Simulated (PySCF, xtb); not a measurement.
ammonia borane (BH6N), SMILES [BH3-][NH3+].

xtb with GFN2-xTB at its own geometry gives an orbital gap of 9.08 eV and a dipole moment of 6.03 D.

Geometry: B3LYP-D3(BJ)/def2-TZVP.

### Question
What does PBE/def2-TZVPD run with PySCF give? (Estimate from the structure and the level; the computed values follow.)

### Answer
gap 5.23 eV (levels -6.46 and -1.23 eV), dipole 5.25 D.
